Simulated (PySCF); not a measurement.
SMILES C(#C)Cc1ccccc1 (C₉H₈) (GFN2-xTB optimised geometry):

```
17

C     -1.862    -2.635    -2.551
C     -1.696    -2.332    -1.406
C     -1.471    -1.930    -0.029
C     -0.707    -0.629     0.000
C     -1.382     0.584    -0.009
C     -0.681     1.777    -0.009
C      0.703     1.769    -0.003
C      1.383     0.563     0.000
C      0.681    -0.629     0.000
H     -2.017    -2.915    -3.550
H     -2.438    -1.815     0.468
H     -0.906    -2.715     0.481
H     -2.463     0.595    -0.017
H     -1.217     2.715    -0.013
H      1.251     2.700    -0.002
H      2.463     0.550     0.003
H      1.215    -1.569    -0.001
```

Method: CAM-B3LYP/def2-SVP (PySCF 2.14.0).

Question: What are the frontier orbital energies and the dipole moment?

Answer: HOMO-2 -9.07 eV, HOMO-1 -8.50 eV, HOMO -8.26 eV, LUMO 1.02 eV, LUMO+1 1.03 eV; dipole moment 0.53 D.

Meta-Löwdin charges at CAM-B3LYP/def2-SVP: C1 -0.21, C2 -0.02, C3 -0.18, C4 0.03, C5 -0.11, C6 -0.10, C7 -0.11, C8 -0.10, C9 -0.11, H10 0.15, H11 0.12, H12 0.12, H13 0.10, H14 0.10, H15 0.10, H16 0.10, H17 0.10.
